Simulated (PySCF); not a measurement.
Electron correlation in Pt (platinum, neutral)

[Xe] 4f14 5d9 6p1, one real determinant (an excited configuration). All numbers are calculated (PySCF 2.14, a scalar-relativistic core potential, in def2-SVPD with the def2 core potential (60 electrons)). Frozen: 5s2 5p6; 10 electrons correlated.

MP2 pair energies summed by pair of shells (mhartree):

```tsv
pair	energy	share (%)
5d-5d	-163.53	91.3
5d-6p	-15.54	8.7
```

Total MP2 correlation energy: -179.07 mhartree.

Same-spin part -65.52 and opposite-spin part -113.55 mhartree; SCS-MP2 scales them by 1/3 and 6/5 to -158.10 mhartree.

The reference is one real determinant that mixes LS terms of this configuration.
